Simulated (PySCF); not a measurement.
Structure from 2D NMR

Compound of formula C6H9NOSi. Correlations simulated from computed shifts and the bond graph:

HSQC (one-bond C–H):
| δH | δC |
| --- | --- |
| 5.55 | 105.2 |
| 2.41 | 28.6 |
| 2.25 | 21.5 |

COSY cross peaks (H two or three bonds apart, from the bond graph; peaks can be absent where the dihedral angle is near 90°):
| δH | δH |
| --- | --- |
| 4.16 | 2.25 |

HMBC (two and three bonds, from the bond graph):
| δH | δC |
| --- | --- |
| 5.55 | 210.8, 174.1, 121.4, 21.5 |
| 4.16 | 174.1, 21.5 |
| 2.41 | 210.8, 174.1 |
| 2.25 | 210.8, 174.1, 105.2 |

Carbons without hydrogens: δ 210.8, 174.1, 121.4.

PySCF 2.14 calculation with GFN2-xTB structure and PBE0/pcSseg-1 with gauge-including orbitals; one computed conformer, no solvent model, averaged over atoms made equivalent by symmetry, fast rotation or ring inversion, no relativistic terms.

Referencing at the same level of theory: ¹H, ¹³C against TMS.

Exchangeable hydrogens are left out of these lists.

Task: Which molecule is this?

Result: SMILES CC(=O)/C(=C/C#N)C[SiH3].

Numbering as in the mapped SMILES `[CH3:1][C:2](=[O:3])/[C:4](=[CH:5]/[C:6]#[N:7])[CH2:8][SiH3:9]`. Each H is labelled by its parent atom.

δC 210.8 is C2, a ketone carbonyl carbon. δC 174.1 is C4, an α carbon of a C=C–C=O unit. δC 121.4 is C6, a nitrile carbon. δC 105.2 is C5, a β carbon of a C=C–C=O unit (δH 5.55). δC 28.6 is C1, a methyl carbon α to a carbonyl (δH 2.41). δC 21.5 is C8, an allylic sp3 CH2 bonded to Si (δH 2.25). HMBC from δH 5.55 reaches the proton-free carbons C2, C4, C6. HMBC from δH 4.16 reaches the proton-free carbon C4. HMBC from δH 2.41 reaches the proton-free carbons C2, C4. HMBC from δH 2.25 reaches the proton-free carbons C2, C4. COSY links 4.16–2.25.

The data come from this structure; uniqueness wasn't tested.

Shifts are as computed. Against solution values, carbons near 30 ppm lie about +3 ppm off and those near 130 ppm about +5 ppm. Of 1309 compounds with measured shifts, 239 miss one by over three times the rms of a fit or turn the order of signals round; such compounds aren't used in these exercises.
